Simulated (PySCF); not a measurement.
# Two-component Hartree-Fock for Si²⁺ (silicon, charge +2)

Start: [Ne] 3p2; 3p3/2 filled at m_j = +1/2, +3/2. Calculated with PySCF 2.14 in x2c-TZVPall-2c with one added diffuse shell each of s, p type (6s7p2d1f, 44 functions): generalised Hartree-Fock with the X2C-1e Hamiltonian and a Gaussian nucleus; one run each with spin-orbit coupling (SO) switched off, then screened by Boettger's factors. This is a chosen level, not necessarily the ground level.

```json
{"spinor shell": "1s1/2", "electrons": "2", "ε, spin-free (eV)": "-1901.7", "ε, screened SO (eV)": "-1901.7", "weight of nominal j (screened SO)": "1.000", "rms radius, screened SO (bohr)": "0.129"}
{"spinor shell": "2s1/2", "electrons": "2", "ε, spin-free (eV)": "-192.06", "ε, screened SO (eV)": "-192.06", "weight of nominal j (screened SO)": "1.000", "rms radius, screened SO (bohr)": "0.613"}
{"spinor shell": "2p1/2", "electrons": "2", "ε, spin-free (eV)": "-140.12", "ε, screened SO (eV)": "-140.66", "weight of nominal j (screened SO)": "0.809", "rms radius, screened SO (bohr)": "0.595"}
{"spinor shell": "2p3/2", "electrons": "4", "ε, spin-free (eV)": "-140.12", "ε, screened SO (eV)": "-139.86", "weight of nominal j (screened SO)": "0.904", "rms radius, screened SO (bohr)": "0.596"}
{"spinor shell": "3p3/2", "electrons": "2", "ε, spin-free (eV)": "-25.935", "ε, screened SO (eV)": "-25.928", "weight of nominal j (screened SO)": "0.825", "rms radius, screened SO (bohr)": "2.39"}
```

```tsv
quantity	spin-free	screened SO
E (hartree)	-288.03865	-288.03831
M_J	2	2
⟨J²⟩	6.000	6.000
⟨L²⟩	2.000	2.001
⟨S²⟩	2.000	1.999
```

Each row is a mean over spinors that exchange with the open shell spreads, by up to 1.298 eV (2p3/2).

Rows whose weight is well below 1 are mixtures of j = l ± 1/2: exchange outweighs spin-orbit coupling there, and the label is only the starting occupation.

Without spin-orbit coupling the j labels of p, d and f shells carry no meaning; the spin-free column gives the mean over the occupied spinors of each nl shell.
